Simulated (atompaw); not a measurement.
# What one change does to a pseudopotential (Er (Z = 68), PAW (atompaw))

atompaw 4.2.0.5 input, output lines left out:

```
Er 68
GGA-PBESOL scalarrelativistic loggrid 2001 logderivrange -6 5 276
6 6 5 4 0 0
6 0 1.75
6 1 0.25
5 2 1
4 3 11
0 0 0
c
c
c
c
v
v
c
c
c
v
v
c
c
v
c
2
2.65 2.35 2.10 1.75
n
n
y
0.8
n
modrrkj vanderbiltortho gaussian
bessel
1.90
2.65
2.00
2.65
2.65
2.65
```

Change: wave 5d channel at 0.8 Ry: rc 2.65 bohr becomes 5d channel at 0.03 Ry: rc 2.65 bohr.

Cutoffs: the cutoffs (Ry, on a coarse ladder) from which the occupation-weighted sum of valence levels, in a spherical-Bessel basis at the reference potential, stays within 10 and 1 mRy of its value at 400 Ry; they do not see the model core or the augmentation charge, which bear on the density cutoff.

Q: What does the change do?

A: The potential gets neither clearly harder nor softer (18 Ry and 30 Ry → 18 Ry and 30 Ry); the p channel sets the loose cutoff, while the largest relative change is in d, which becomes softer; the range in which the d phases agree widens (upper end -0.2 → 1.8); neither file shows a bound ghost.

```tsv
quantity	base	changed
cutoff, loose	18 Ry	18 Ry
cutoff, tight	30 Ry	30 Ry
loose cutoff by channel (10 mRy a level)	s 10 Ry, p 15 Ry, d 10 Ry	s 10 Ry, p 15 Ry, d 8 Ry
bound ghosts	none	none
s: phases at 2.66 bohr within 0.05 rad from the reference energy up to (Ry; the scan ends near 5)	4.8	4.8
p: phases at 2.66 bohr within 0.05 rad from the reference energy up to (Ry; the scan ends near 5)	to the end of the scan	to the end of the scan
d: phases at 2.66 bohr within 0.05 rad from the reference energy up to (Ry; the scan ends near 5)	-0.2	1.8
lowest overlap eigenvalue by channel	s 0.69, p 0.76, d 1.00	s 0.69, p 0.76, d 0.00
```

 The cutoffs see the waves, projectors and local potential, not the compensation charge or the core.
